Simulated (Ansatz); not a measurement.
C$_{2}$H$_{8}$B$_{2}$F$_{2}$, SMILES `C[B@H-]1[F+][B@@H-](C)[F+]1` at its PBE0-D4/def2-TZVP geometry, where that method's forces vanish. The species carries charge 0 and has multiplicity 1.

```xyz
14

C    -0.9642   -1.5908   -0.9673
B    -1.2123   -0.5212    0.1381
F    -0.7968    0.9016   -0.3218
B     0.2672    1.0232    0.8014
C     1.7061    1.1967    0.2299
F    -0.0453   -0.4544    1.1588
H    -1.0861   -2.5966   -0.5550
H    -1.7029   -1.4869   -1.7674
H     0.0319   -1.5234   -1.4123
H    -2.2394   -0.4321    0.7409
H    -0.1803    1.7171    1.6642
H     1.9458    0.4730   -0.5534
H     2.4461    1.0923    1.0287
H     1.8301    2.2014   -0.1846
```

**Question.** What forces (eV/Å) does r2SCAN-D4/def2-TZVPP give on these atoms in Ansatz 0.2.0? (Best estimate.)

**Answer.** Ansatz gave: 
```
C1   0.000  0.016  0.016
B2  -0.189 -0.146 -0.039
F3  -0.049  0.121 -0.170
B4   0.125  0.180  0.103
C5  -0.021 -0.005  0.005
F6   0.099 -0.147  0.121
H7   0.003  0.014 -0.018
H8   0.017 -0.012  0.010
H9  -0.015 -0.003  0.005
H10  0.024  0.002 -0.010
H11  0.005 -0.017 -0.019
H12 -0.001  0.011  0.011
H13 -0.005  0.005 -0.021
H14  0.009 -0.020  0.006
```
